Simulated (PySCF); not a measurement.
Species: C7H9NO.
Geometry (PBE0-D3(BJ)/def2-SVP, Å), atoms numbered from 1 in this order:
```xyz
18
C7H9NO angstrom
N     -1.800    1.887    1.425
C     -1.400    1.465    0.424
C     -0.877    0.907   -0.826
C     -1.222   -0.586   -0.930
C     -0.631   -1.370    0.234
C      0.834   -1.084    0.423
O      1.637   -1.130   -0.738
C      1.446    0.134   -0.129
C      0.641    1.135   -0.927
H     -1.373    1.456   -1.643
H     -0.810   -0.959   -1.881
H     -2.313   -0.721   -0.968
H     -1.157   -1.118    1.170
H     -0.772   -2.451    0.075
H      1.294   -1.533    1.314
H      2.342    0.530    0.368
H      0.892    2.158   -0.612
H      0.940    1.042   -1.984
```

The calculation used PBE0-D3(BJ)/def2-SVP geometry optimisation, gas phase (PySCF 2.14.0).

Take the most abundant isotopes and a rigid rotor. The values belong to one conformer with, in the numbering `[N:1]#[C:2][C@@H:3]1[CH2:4][CH2:5][C@H:6]2[O:7][C@H:8]2[CH2:9]1`, C2–C3–C4–C5 -60°, C3–C4–C5–C6 -51°, C4–C5–C6–O7 -48°, C5–C6–O7–C8 112°.

Problem. What are A, B and C (MHz)?

Solution. Ia = 174.79, Ib = 357.04, Ic = 394.23 u·Å²; 505379 MHz·u·Å²/I gives A = 2891, B = 1415, C = 1282 MHz.

Problem. Classify the top.

Solution. An asymmetric top. Ray's parameter κ = (2B − A − C)/(A − C) = -0.834; −1 is the prolate and +1 the oblate limit.

Problem. What does the inertial defect say?

Solution. Not planar: Δ = Ic − Ia − Ib = -137.61 u·Å². For a rigid frame Δ = −2 Σ m c², so Σ m c² = 68.80 u·Å² lies off the ab plane: 17.00 from hydrogen and 51.80 from heavier atoms. The atom farthest from that plane is 1.87 Å away.

Problem. Give the other two planar moments, Paa and Pbb, and the rms extents of the mass along the axes.

Solution. Paa = Σ m a² = (Ib + Ic − Ia)/2 = 288.24 and Pbb = Σ m b² = (Ia + Ic − Ib)/2 = 105.99 u·Å². With the mass M = 123.07 u, the rms extents √(P/M) along a, b and c are 1.53, 0.93, 0.75 Å.

Problem. Where do the levels up to J = 4 lie, in MHz?

Solution. Above 0(0,0):
J = 1: 1(0,1) 2697, 1(1,1) 4173, 1(1,0) 4307
J = 2: 2(0,2) 8084, 2(1,2) 9435, 2(1,1) 9835, 2(2,1) 14263, 2(2,0) 14271
J = 3: 3(0,3) 16141, 3(1,3) 17321, 3(1,2) 18122, 3(2,2) 22355, 3(2,1) 22398, 3(3,1) 30073, 3(3,0) 30074
J = 4: 4(0,4) 26847, 4(1,4) 27828, 4(1,3) 29160, 4(2,3) 33138, 4(2,2) 33265, 4(3,2) 40879, 4(3,1) 40882, 4(4,1) 51663, 4(4,0) 51663

Problem. Which types of transition are allowed, and where do some lines up to J = 3 fall?

Solution. The dipole components are |μa| = 1.36 D, |μb| = 0.13 D, |μc| = 1.64 D. The squared components, which scale the intensities, stand as 0.69 : 0.01 : 1.00 (a : b : c). Some lines, for components of 0.1 D or more:

| type | branch | J(Ka,Kc) | MHz | lower level (cm⁻¹) |
| --- | --- | --- | --- | --- |
| a | Q | 2(1,1) ← 2(1,2) | 401 | 0.315 |
| a | Q | 3(1,2) ← 3(1,3) | 801 | 0.578 |
| c | Q | 1(1,1) ← 1(0,1) | 1476 | 0.090 |
| b | Q | 3(1,2) ← 3(0,3) | 1981 | 0.538 |
| a | R | 1(0,1) ← 0(0,0) | 2697 | 0.000 |
| b | R | 3(1,2) ← 2(2,1) | 3859 | 0.476 |
| c | Q | 2(2,1) ← 2(1,1) | 4428 | 0.328 |
| b | Q | 2(2,0) ← 2(1,1) | 4436 | 0.328 |
| a | R | 2(0,2) ← 1(0,1) | 5386 | 0.090 |
| b | R | 3(0,3) ← 2(1,2) | 6707 | 0.315 |
| b | R | 2(1,2) ← 1(0,1) | 6737 | 0.090 |
| c | R | 2(1,1) ← 1(0,1) | 7138 | 0.090 |
| b | Q | 3(3,1) ← 3(2,2) | 7718 | 0.746 |
| a | R | 3(1,3) ← 2(1,2) | 7887 | 0.315 |
| a | R | 3(0,3) ← 2(0,2) | 8058 | 0.270 |
| a | R | 3(2,2) ← 2(2,1) | 8092 | 0.476 |
| a | R | 3(1,2) ← 2(1,1) | 8287 | 0.328 |
| b | R | 3(1,3) ← 2(0,2) | 9238 | 0.270 |
| b | R | 2(2,1) ← 1(1,0) | 9956 | 0.144 |
| c | R | 3(1,2) ← 2(0,2) | 10038 | 0.270 |
| c | R | 2(2,1) ← 1(1,1) | 10089 | 0.139 |
| b | R | 2(2,0) ← 1(1,1) | 10098 | 0.139 |
| b | R | 3(2,2) ← 2(1,1) | 12520 | 0.328 |
| c | R | 3(2,1) ← 2(1,1) | 12563 | 0.328 |
| c | R | 3(2,2) ← 2(1,2) | 12920 | 0.315 |
| b | R | 3(2,1) ← 2(1,2) | 12963 | 0.315 |
| b | R | 3(3,1) ← 2(2,0) | 15802 | 0.476 |
| c | R | 3(3,1) ← 2(2,1) | 15811 | 0.476 |

Problem. Estimate the classical rotational partition function at 10 K, 100 K and 500 K.

Solution. Point group C1, symmetry number σ = 1; q = (√π/σ)·√((kT/h)³/(ABC)), k/h = 20836.6 MHz/K: 2330 at 10 K, 73600 at 100 K, 823000 at 500 K.

No PBE0-D3(BJ)/def2-SVP frequencies stand behind this structure, so it isn't proved a minimum. These are rigid-rotor constants of the computed structure; measured ground-state constants (B0) also hold zero-point vibration. Quadrupole hyperfine structure (14N) is left out.
